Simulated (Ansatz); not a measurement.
Reaction (formal hydrolysis of a Ge–C bond): `[CH3][GeH]([F])[SH]` + H₂O → `[OH][GeH]([F])[SH]` + CH₄

Computed with Ansatz on PBE0-D4/def2-TZVP structures; ΔE is electronic, products minus reactants. CBS: MP2 limit from def2 TZ/QZ plus the TZ coupled-cluster correction, frozen cores. This one scheme is used for every species. DFT in def2-TZVPP. B3LYP here is the variant with VWN-RPA as its local correlation; programs differ in this. For Ge outer-core shells are correlated without core-valence functions, which leaves a few kJ/mol of doubt a bond. Scalar relativity is left out up to krypton. One conformer a species, not always the lowest.

| level | ΔE (kJ/mol) |
| --- | --- |
| r2SCAN-D4 | -53.5 |
| B3LYP-D4 | -51.9 |
| BHLYP-D4 | -53.0 |
| BLYP | -56.9 |
| r2SCAN0 | -50.9 |
| CAM-B3LYP | -55.7 |
| HF/def2-QZVPP | -61.6 |
| MP2/CBS(def2) | -42.8 |

(1) What does CCSD(T)/CBS give? (Estimate.)

Largest T1 diagnostic among the species: 0.012.

## Answers

(1) The calculation gave: -43.1 kJ/mol. The listed levels differ from it by -10.4, -8.8, -9.9, -13.8, -7.8, -12.6, -18.5, 0.3 kJ/mol.

Leaving LDA and LC-ωPBE aside and taking each functional with its dispersion term where it has one, the values, not all of them listed here, spread over 13.1 kJ/mol, from B97M-V to PBE0-D4. In def2-TZVPP, CCSD(T) changes the Hartree–Fock value by +13.1 kJ/mol (the triples alone add +0.2 kJ/mol) and MP2 by +13.4 kJ/mol.
